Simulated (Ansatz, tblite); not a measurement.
Removing and adding an electron: `c1sc(-c2sc(-c3scc4c3OCCO4)c3c2OCCO3)c2c1OCCO2`. The state is a singlet with charge 0. Geometry: r2SCAN-D4/def2-SVP. Ansatz, gas phase; energy differences of separate SCF runs; the oxidised species was run as a doublet alone; the reduced species was run as a doublet alone.

```xyz
41

C    -4.120    0.227   -2.651
S    -2.465   -0.264   -2.691
C    -2.131    0.427   -1.118
C    -0.819    0.368   -0.530
S     0.192   -1.049   -0.706
C     1.517   -0.321    0.177
C     2.757   -1.000    0.414
S     4.063   -0.303    1.352
C     5.058   -1.704    1.161
C     4.427   -2.667    0.409
C     3.123   -2.270   -0.013
O     2.316   -3.067   -0.764
C     2.750   -4.425   -0.760
C     4.248   -4.503   -0.982
O     4.955   -3.880    0.086
C     1.151    0.952    0.597
C    -0.154    1.347    0.194
O    -0.654    2.582    0.458
C     0.364    3.499    0.848
C     1.288    2.874    1.874
O     1.979    1.763    1.310
C    -3.281    1.013   -0.611
C    -4.406    0.906   -1.490
O    -5.625    1.422   -1.175
C    -5.747    1.718    0.214
C    -4.510    2.428    0.727
O    -3.368    1.588    0.616
H    -4.804   -0.009   -3.465
H     6.054   -1.751    1.597
H     2.487   -4.898    0.205
H     2.205   -4.932   -1.569
H     4.509   -4.015   -1.941
H     4.584   -5.550   -1.013
H    -0.147    4.378    1.266
H     0.949    3.811   -0.039
H     0.704    2.543    2.754
H     2.057    3.589    2.201
H    -5.902    0.781    0.785
H    -6.639    2.353    0.323
H    -4.346    3.363    0.155
H    -4.618    2.677    1.794
```

The xTB rows come from tblite. Single mean-field runs in def2-TZVP are fitted with def2-universal-jkfit.

| level | −HOMO (eV) | vertical IE (eV) | −LUMO (eV) | vertical EA (eV) | HOMO–LUMO gap (eV) | IE − EA (eV) | remarks |
| --- | --- | --- | --- | --- | --- | --- | --- |
| GFN1-xTB | 9.92 | 11.85 | 7.79 | 5.84 | 2.13 | 6.00 | – |
| GFN2-xTB | 9.43 | 11.29 | 7.39 | 5.54 | 2.03 | 5.75 | – |
| PBE-D4/def2-TZVP | 4.07 | 5.88 | 1.82 | 0.14 | 2.25 | 5.74 | HOMO above zero (-1 doublet) |
| PBE0-D4/def2-TZVP | 4.93 | 6.13 | 1.23 | 0.11 | 3.71 | 6.02 | HOMO above zero (-1 doublet) |

   A HOMO above zero means that the electron is unbound at that level or that self-interaction error raises the level; the energy of removing that electron tells which. Raw xTB energy differences between charge states are shifted by several eV; the methods need an empirical correction for them. Sets without diffuse functions give affinities that are too small.
